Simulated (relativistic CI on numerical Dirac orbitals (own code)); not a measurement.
# Zn³⁺: 2p photoemission

Computed with this model: Dirac-Coulomb-Breit CI, KLI orbitals optimised for each configuration, model QED, valence Slater integrals scaled by 0.7, multiplet model of photoemission in the sudden approximation; configurations [Ar] 3d9 → [He] 2s2 2p5 3s2 3p6 3d9; 80 K; Lorentzian 0.7 eV and Gaussian 0.6 eV FWHM. Energies are those of the free ion, without screening or charge transfer. The energies are binding energies and can lie tens of eV above those of solids. S is read from ⟨S²⟩ = S(S + 1).

Field parameters in Wybourne normalisation: Oh B⁴₀ = 21Dq, B⁴₄ = √(5/14) B⁴₀. The field is a parameter set, without covalency.

Computed curve for free ion, scaled to 100 at the maximum (points under 2 are left out and the grid is thinned):

Energy (eV), Intensity and a bar:
```
   1071.1        2.0 
   1071.4        2.4 
   1071.6        2.7 
   1071.9        3.4 
   1072.1        3.9 #
   1072.4        5.1 #
   1072.6        6.2 #
   1072.9        8.9 ##
   1073.1       11.7 ###
   1073.4       19.7 #####
   1073.6       29.9 #########
   1073.9       57.6 #################
   1074.1       81.2 ########################
   1074.4      100.0 ##############################
   1074.6       92.2 ############################
   1074.9       69.5 #####################
   1075.1       59.9 ##################
   1075.4       50.4 ###############
   1075.6       43.5 #############
   1075.9       35.2 ##########
   1076.1       31.3 #########
   1076.4       25.4 #######
   1076.6       22.9 ######
   1076.9       25.5 #######
   1077.1       32.7 #########
   1077.4       46.6 ##############
   1077.6       50.1 ###############
   1077.9       39.7 ############
   1078.1       28.1 ########
   1078.4       15.0 ####
   1078.6       10.2 ##
   1078.9        6.4 #
   1079.1        5.0 #
   1079.4        3.6 
   1079.6        3.1 
   1079.9        2.4 
   1080.1        2.1 
   1096.8        2.2 
   1097.0        2.6 
   1097.3        3.4 
   1097.5        4.1 #
   1097.8        5.9 #
   1098.0        7.7 ##
   1098.3       12.8 ###
   1098.5       19.2 #####
   1098.8       36.4 ###########
   1099.0       52.4 ###############
   1099.3       73.3 ######################
   1099.5       79.1 ########################
   1099.8       69.3 #####################
   1100.0       52.8 ################
   1100.3       28.6 ########
   1100.5       18.4 #####
   1100.8       10.3 ###
   1101.0        7.5 ##
   1101.3        5.1 #
   1101.5        4.1 #
   1101.8        3.0 
   1102.0        2.6 
   1102.3        2.0
```

The ground state has S = 0.50, and the centroid lies at 1083.47 eV.
